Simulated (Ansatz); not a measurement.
A nudged elastic band was laid between two geometries of C$_{2}$H$_{7}$NOSSi$_{2}$ (14 atoms, charge 0, multiplicity 1).

The calculation used Ansatz, RKS revPBE-D4/6-31G.

- movable images: 5
- climbing image: yes
- spring: 5.0 eV/Å²
- optimiser: quadratic models (default)
- start path: through a guess of the saddle point
- force threshold: 0.03 eV/Å
- iteration limit: 22
- end points: relaxed

Initial state:

```xyz
14
Properties=species:S:1:pos:R:3
O 0.681 -2.330 -0.196
Si -0.041 -0.830 0.375
S -1.142 -1.119 2.332
C -1.369 0.016 -0.805
N -0.952 1.361 -1.292
C 0.202 1.862 -0.964
Si 1.488 0.930 0.186
H 0.096 -3.120 -0.281
H -0.058 -1.490 3.119
H -1.555 -0.615 -1.694
H -2.338 0.130 -0.289
H 0.432 2.858 -1.369
H 1.769 1.707 1.451
H 2.773 0.612 -0.543
```

Final state:

```xyz
14
Properties=species:S:1:pos:R:3
O 0.166 -2.416 -0.503
Si -0.153 -0.891 0.314
S -1.106 -1.165 2.353
C -1.416 0.042 -0.848
N -0.964 1.397 -1.256
C 0.199 1.851 -0.895
Si 1.455 0.824 0.212
H 0.759 -3.072 -0.071
H 0.049 -1.078 3.119
H -1.562 -0.564 -1.761
H -2.404 0.145 -0.369
H 0.462 2.860 -1.244
H 1.768 1.532 1.512
H 2.734 0.506 -0.533
```

(1) Which bonds break or form, and what moves?

(2) What energy profile does the band end with?

(3) What is the geometry of the highest image?

(4) What are the harmonic wavenumbers there?

Answers

(1) No bond is made or broken. The dihedral H8–O1–Si2–S3 goes from 53 to -59°.

(2) It converged. The highest image is number 3 of 0 to 6, 1.2 kcal/mol above the first end and 0.7 kcal/mol above the last; the last end lies 0.5 kcal/mol above the first. A vibrational analysis at the climbing image gives one clearly imaginary mode, 228i cm⁻¹: a first-order saddle point. Limits of this set-up: no polarisation functions.

| image | path coordinate (Å) | energy (kcal/mol) | dihedral H8–O1–Si2–S3 (°) |
| --- | --- | --- | --- |
| 0 | 0.00 | 0.0 | 53 |
| 1 | 0.36 | 0.0 | 51 |
| 2 | 0.71 | 0.5 | 31 |
| 3 | 1.07 | 1.2 | -8 |
| 4 | 1.34 | 0.8 | -36 |
| 5 | 1.61 | 0.5 | -55 |
| 6 | 1.89 | 0.5 | -59 |

(3) 
```xyz
14
Properties=species:S:1:pos:R:3
O 0.395 -2.422 -0.396
Si -0.081 -0.877 0.290
S -1.107 -1.120 2.297
C -1.363 0.021 -0.889
N -0.993 1.426 -1.203
C 0.161 1.908 -0.845
Si 1.486 0.869 0.163
H 0.306 -3.240 0.142
H 0.030 -1.155 3.095
H -1.417 -0.538 -1.840
H -2.378 0.024 -0.459
H 0.367 2.949 -1.129
H 1.857 1.549 1.461
H 2.724 0.577 -0.656
```

(4) 228i, 44, 111, 145, 183, 204, 233, 312, 320, 385, 450, 483, 536, 567, 576, 641, 686, 705, 768, 790, 859, 879, 890, 907, 1185, 1231, 1317, 1431, 1573, 2121, 2145, 2453, 3009, 3065, 3076, 3618 cm⁻¹.

Run time: 7.3 min on 1 thread of Intel(R) Xeon(R) Platinum 8375C CPU @ 2.90GHz (Ice Lake) (shared host), peak memory 0.17 GiB.
